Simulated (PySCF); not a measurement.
CH₅Ge₂N, SMILES [CH]1=[N][GeH2][GeH2]1. Coordinates come from a PBE-D3(BJ)/def2-SVP optimisation. This is a generated structure with no PubChem entry under its InChIKey; it may be hypothetical.

Q: Give the equilibrium geometry at PBE-D3(BJ)/def2-SVP (PySCF confirms it by a frequency run) as Cartesian coordinates in Å, and its point group. (Estimate from the structure and the level; the computed values follow.)

A: point group Cs.
```xyz
9

C     -1.5842    -0.4846     0.0000
N     -1.5561     0.8020     0.0000
Ge     0.3386     1.2089     0.0000
Ge     0.2877    -1.2581     0.0000
H     -2.5582    -1.0305     0.0000
H      0.7355     2.0190    -1.2671
H      0.7355     2.0190     1.2671
H      0.7225    -2.0701    -1.2594
H      0.7225    -2.0701     1.2594
```
Charge 0, spin multiplicity 1.
